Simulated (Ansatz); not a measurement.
Species: C2H4B2, SMILES `CC1=BB1` (charge 0, multiplicity 1).

Problem. Give a relaxed geometry from CAM-B3LYP-D3(BJ)/def2-TZVP (Ansatz, a quantum-chemistry and plane-wave program).

Solution. the end point of this relaxation (outside a Z-matrix the atoms follow the SMILES, hydrogens last).
Cartesian coordinates (Å) in one orientation:
```xyz
8

C     -1.078    -0.093     0.002
C      0.220     0.595     0.037
B      1.293     1.421     0.085
B      1.714    -0.010    -0.013
H     -1.649     0.124     0.905
H     -1.665     0.247    -0.853
H     -0.960    -1.174    -0.075
H      2.125    -1.111    -0.089
```
